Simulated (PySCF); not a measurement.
Vertical excitation energies

Species: C₅H₂F₆.
InChI=1S/C5H2F6/c1-2-3(4(6,7)8)5(9,10)11/h1H2

Computed with TDDFT B3LYP/def2-SVPD, vertical, gas phase, core orbitals frozen in the response in PySCF. Geometry: PBE0-D3(BJ)/def2-SVP; no solvent, vibrations or thermal averaging. Torsions of this conformer, `[CH2:1]=[C:2]=[C:3]([C:4]([F:5])([F:6])[F:7])[C:8]([F:9])([F:10])[F:11]`: C2–C3–C4–F5 -107°, C2–C3–C8–F9 16°.

Task: What does the calculation give for the low-lying excited states?

Result: 

```csv
state,E (eV),E (kJ/mol),λ (nm),f,|μ| (D),"main configurations (H = HOMO, L = LUMO)"
S1,5.71,551,217.3,0.0000,0.02,H→L (92%)
S2,6.15,593,201.6,0.0000,0.01,H-1→L+1 (92%)
S3,7.19,694,172.4,0.036,1.15,"H-1→L (62%), H→L+1 (31%)"
S4,7.86,759,157.6,1.143,6.19,"H→L+1 (59%), H-1→L (30%)"
S5,8.00,772,154.9,0.036,1.09,H→L+2 (98%)
S6,8.15,786,152.1,0.0022,0.27,H-1→L+2 (98%)
```

The lowest singlet comes at 217 nm (551 kJ/mol) in the ultraviolet; it is dark (f under 0.0005); its leading configuration is HOMO→LUMO (92%). The strongest level in the table is S4 at 7.86 eV (158 nm, f = 1.143). Löwdin shares by element: HOMO carbon 81% or more (atoms not listed hold the other 19%); LUMO carbon 72% or more, hydrogen 5% or more (atoms not listed hold the other 23%). Of the 6 states listed, 3 reach f = 0.01 and 2 stay under 0.0005. Orbital energies (eV): HOMO-3 -11.84, HOMO-2 -11.44, HOMO-1 -8.93, HOMO -8.87, LUMO -1.58, LUMO+1 -1.31, LUMO+2 0.14. The listed states span 2.44 eV, and the widest gap between neighbours is 1.04 eV (S2 to S3). Singlets were solved by full linear response.
